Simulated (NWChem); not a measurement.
A series in which one site is exchanged, each optimised at PBE0/def2-SVP with NWChem, gas phase unless a solvent is named. All stand in one matching conformer (torsions within 35°), which need not be the lowest. Some are not confirmed as minima by frequencies. def2 effective core potentials on In; no spin-orbit coupling.

A: [InH2][O]C (CH$_{5}$InO; site = In)
B: [O](C)[GaH2] (CH$_{5}$GaO; site = Ga)
C: C[O][AlH2] (CH$_{5}$AlO; site = Al)
D: BOC (CH5BO; site = B)

| quantity | A | B | C | D |
|---|---|---|---|---|
| dipole (D), PBE0/def2-SVP | 1.70 | 1.12 | ___ | 1.82 |
| orbital gap (eV), PBE0/def2-SVP | 5.64 | 6.62 | ___ | 8.35 |
| static polarisability, PBE0/def2-SVPD (bohr³) | 56.4 | 47.8 | ___ | 33.8 |
| lowest singlet excitation, PBE0/def2-SVPD, TDA (eV) | 4.58 | 5.32 | ___ | 6.30 |

Problem. What belongs in the gaps?

Solution. 
- dipole (D), PBE0/def2-SVP, C: 0.97
- orbital gap (eV), PBE0/def2-SVP, C: 7.02
- static polarisability, PBE0/def2-SVPD (bohr³), C: 46.2
- lowest singlet excitation, PBE0/def2-SVPD, TDA (eV), C: 5.53
